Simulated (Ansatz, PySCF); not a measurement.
Si(F)2(Me)(OH) (CH4F2OSi), SMILES C[Si](O)(F)F.

Geometry: ωB97X-D3(BJ)/def2-SVP. One conformer was computed; it need not be the lowest.

Vertical ionisation energy (IE) and electron affinity (EA) in eV. Rows of orbital energies are one-electron estimates. Where ΔSCF, EOM or ADC give a negative EA the extra electron is unbound and the value depends on the basis.

```csv
level,IE,EA
"−ε(HOMO), −ε(LUMO), CAM-B3LYP/def2-TZVP (PySCF)",11.56,-1.37
"−ε(HOMO), −ε(LUMO), PBE/def2-TZVP (PySCF)",?,?
"ΔSCF, CAM-B3LYP/def2-SVPD (Ansatz), final states of multiplicity 2 and 2",12.79,-1.26
"ΔSCF, PBE/def2-SVPD (Ansatz), final states of multiplicity 2 and 2",11.87,-1.01
```

### Question
Complete the blanks. (Estimate from the structure and the level; the computed values follow.)

### Answer

- −ε(HOMO), −ε(LUMO), PBE/def2-TZVP (PySCF), IE: 8.15
- −ε(HOMO), −ε(LUMO), PBE/def2-TZVP (PySCF), EA: 0.28

### Question
What vertical singlet–triplet gap does ΔSCF give with CAM-B3LYP/def2-SVPD (Ansatz, a program for electronic structure) and with PBE/def2-SVPD (Ansatz)? (The exact figures need the calculation; the answer reports its results.)

### Answer
8.48 and 7.89 eV (triplet above singlet where positive).
